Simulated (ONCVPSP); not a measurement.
## An all-electron radial function and its pseudo partner (zirconium (Zr))

Columns: radius, all-electron u(r) and pseudo u(r) of the 4d shell (level -3.60 eV) of zirconium in the configuration [Ar] 3d10 4s2 4p6 4d2 5s2; PBE, scalar-relativistic, ONCV scheme, ONCVPSP 4.0.1.

```tsv
r (bohr)	all-electron	pseudo
0.118	-0.1286	0.0014
0.235	-0.2854	0.0119
0.353	-0.2773	0.0418
0.470	-0.1555	0.0960
0.588	0.0100	0.1715
0.705	0.1744	0.2602
0.822	0.3196	0.3588
0.940	0.4398	0.4617
1.058	0.5324	0.5538
1.175	0.5987	0.6195
1.292	0.6431	0.6569
1.410	0.6696	0.6751
1.528	0.6816	0.6827
1.645	0.6824	0.6825
1.763	0.6750	0.6750
1.880	0.6616	0.6616
1.998	0.6439	0.6439
2.115	0.6234	0.6234
2.232	0.6012	0.6012
2.350	0.5778	0.5778
2.468	0.5539	0.5539
2.585	0.5302	0.5302
2.702	0.5067	0.5067
2.820	0.4835	0.4835
2.938	0.4609	0.4609
3.055	0.4390	0.4390
```

How many radial nodes do the two functions have?

The all-electron 4d function has n − l − 1 = 1; the pseudo-wave has 0, since the states of the same l below it are removed with the core.

At about which radius was the pseudo-wave matched?

1.80 bohr. The columns agree to 0.0005 from 1.65 bohr on; several derivatives are matched, so the curves merge somewhat inside the radius.

Is the pseudo-wave norm-conserving?

Yes: the ONCV scheme keeps the norm inside the radius equal to the all-electron one, which fixes the energy derivative of the logarithmic derivative at the level.
